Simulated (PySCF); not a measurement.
[YbF3(NH3)]− at several levels of theory

Computed with PySCF 2.14.0 (density fitting, no spin-orbit coupling) at the geometry relaxed with PBE0:

```xyz
8
[YbF3(NH3)]− (singlet in the valence; each metal's 4f electrons, 14 of them, lie in its core potential, out of spins and levels)
Yb    0.1358   -0.1358    0.1358
F     1.0995    1.5616    1.0995
F    -1.5616   -1.0995    1.0995
F     1.0995   -1.0995   -1.5616
N    -1.3855    1.3855   -1.3855
H    -1.9823    1.9823   -0.8169
H    -0.8169    1.9823   -1.9823
H    -1.9823    0.8169   -1.9823
```

| level | basis | state | HOMO (eV) | gap (eV) | charge on Yb1 (e) | population of f-type functions on Yb1 (polarisation alone where 4f lies in the core) | dipole about the centre of mass (D) | largest force component (eV/Å) |
| --- | --- | --- | --- | --- | --- | --- | --- | --- |
| PBE0 | Yb lcecp-0-SVP with ECP60, F def2-SVP, N def2-SVP, H def2-SVP | singlet | – | – | 0.64 | 0.02 | 4.68 | 0.01 |
| revPBE | the same | singlet | – | – | 0.42 | 0.02 | 4.62 | 0.25 |

In the lcecp rows the 4f levels are missing from HOMO and gap, and the state counts the valence alone.

Charges are Mulliken's, which hang on the basis. The relaxation used the grid (50, 194), these runs (75, 302) or, all-electron (x2c bases, spin-free X2C Hamiltonian), (99, 590).

Problem. What does B3LYP with Yb lcecp-0-SVP with ECP60, F def2-SVP, N def2-SVP, H def2-SVP give here?

Solution. state singlet, charge on Yb1 (e) 0.56, population of f-type functions on Yb1 (polarisation alone where 4f lies in the core) 0.02, dipole about the centre of mass (D) 4.67, largest force component (eV/Å) 0.06. Time: 17 s on 2 threads of Intel(R) Xeon(R) Processor @ 2.50GHz (Skylake/Cascade Lake), with other jobs on the host, from an already converged density.

An lcecp potential fixes the number of 4f electrons, so in runs with it no electron can move into or out of that shell.
